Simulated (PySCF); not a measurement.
From one molecule to another.

First species: phenyl(2-thienyl)phosphine oxide, C10H9OPS.
Structure used (PBE0-D3(BJ)/def2-SVP), in Å, numbered top down from 1:
```xyz
22
C10H9OPS angstrom
O      0.457    1.163   -2.467
P      0.252    0.000   -1.548
C     -1.241    0.122   -0.527
C     -1.706   -0.935    0.261
C     -2.854   -0.769    1.032
C     -3.538    0.447    1.010
C     -3.079    1.497    0.216
C     -1.929    1.337   -0.556
C      1.643   -0.221   -0.424
C      2.734    0.618   -0.430
C      3.710    0.253    0.536
C      3.343   -0.857    1.253
S      1.813   -1.459    0.764
H      0.116   -1.286   -2.152
H     -1.178   -1.893    0.278
H     -3.220   -1.593    1.650
H     -4.440    0.574    1.614
H     -3.620    2.446    0.195
H     -1.551    2.139   -1.195
H      2.804    1.460   -1.121
H      4.647    0.787    0.695
H      3.894   -1.354    2.052
```

Second species: Ge(tBu)H3, C4H12Ge.
Bonds: Ge1–C2, C2–C3, C2–C4, C2–C5. Hydrogens: H15, H16, H17 on Ge1; H6, H7, H8 on C3; H9, H10, H11 on C4; H12, H13, H14 on C5.

Levels: CAM-B3LYP/def2-SVPD for dipole moment, HOMO energy, LUMO energy, HOMO–LUMO gap, static isotropic polarisability and electronic spatial extent ⟨r²⟩ about the centre of nuclear charge; TDDFT CAM-B3LYP/def2-SVPD for lowest singlet excitation; TDA CAM-B3LYP/def2-SVPD for lowest triplet excitation (Tamm–Dancoff); PBE0-D3(BJ)/def2-SVP for rotational constant A and rotational constant C. Geometries: PBE0-D3(BJ)/def2-SVP. All species are isolated and taken at one optimised geometry, non-relativistic unless stated. Electronic properties by PySCF.

The conformers computed, where there is a choice (atom-mapped SMILES and torsion angles):
- `[O:1]=[P@H:2]([c:3]1[cH:4][cH:5][cH:6][cH:7][cH:8]1)[c:9]1[cH:10][cH:11][cH:12][s:13]1`: O1–P2–C3–C4 171°, O1–P2–C9–C10 1°

**Question.** Which of the two has the higher rotational constant C, and by how much?

**Answer.** The second: 1.964 GHz against 0.350 GHz, a difference of 1.614 GHz.

**Question.** Which has the higher rotational constant A?

**Answer.** The second: 4.311 GHz against 1.164 GHz, a difference of 3.147 GHz.

**Question.** Which of the two has the higher dipole moment, and by how much?

**Answer.** The first: 4.06 D against 0.77 D, a difference of 3.29 D.

**Question.** Which has the higher T1 energy?

**Answer.** The second: 6.95 eV against 3.60 eV, a difference of 3.35 eV.

**Question.** Which has the higher HOMO energy?

**Answer.** The first: -8.51 eV against -9.01 eV, a difference of 0.50 eV.

**Question.** Which of the two has the higher HOMO–LUMO gap, and by how much?

**Answer.** The second: 10.00 eV against 8.15 eV, a difference of 1.85 eV.

**Question.** Which of the two has the higher static isotropic polarisability, and by how much?

**Answer.** The first: 154.8 au against 83.0 au, a difference of 71.8 au.

**Question.** Which has the higher ⟨r²⟩?

**Answer.** The first: 3175 bohr² against 784 bohr², a difference of 2391 bohr².

On the first: The vertical singlet–triplet gap S1 − T1 is 1.74 eV (TDDFT singlet less Tamm–Dancoff triplet; S1: HOMO→LUMO, weight 0.23, beside HOMO−3→LUMO+2, weight 0.22; T1: HOMO→LUMO, weight 0.61). A dipole of 4.06 D is allowed in C1, and pure rotational transitions are dipole-allowed.

On the second: In atomic units the dipole is 0.30 e·bohr (1 au = 2.5417 D). S1 lies 2.77 eV below the HOMO–LUMO gap; its leading configuration is HOMO→LUMO, weight 0.91. The calculation is non-relativistic and has no spin–orbit coupling, an omission that weighs most on germanium.
